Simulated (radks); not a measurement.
Results of a calculation; reference values are marked as such.
Q: Code: a radial shooting solver on a logarithmic mesh with Libxc functionals. Model: Dirac Kohn-Sham, LDA (Slater exchange, Perdew-Wang correlation), spin-unpolarised, spherical densities, finite nucleus; open shells fill j = l - 1/2 first; Fermi nuclear charge, rms radius of each element as measured or else 0.836 A^(1/3) + 0.57 fm. Each species is in its NIST ground configuration. Rank Ga2+, Kr2+, Ge2+, Se2+, Cu2+, Ti2+, As2+, Co2+, Ca2+, Sc2+, Ni2+, K2+, Br2+, V2+, Fe2+, Mn2+, Zn2+, Cr2+ by mean radius of the outermost orbital (bohr), largest first.

A: As2+ 2.11, Ga2+ 2.06, Se2+ 1.96, Ge2+ 1.93, Br2+ 1.86, Kr2+ 1.75, Sc2+ 1.56, Ti2+ 1.43, K2+ 1.36, V2+ 1.32, Ca2+ 1.26, Cr2+ 1.22, Mn2+ 1.15, Fe2+ 1.08, Co2+ 1.02, Ni2+ 0.971, Cu2+ 0.925, Zn2+ 0.883.
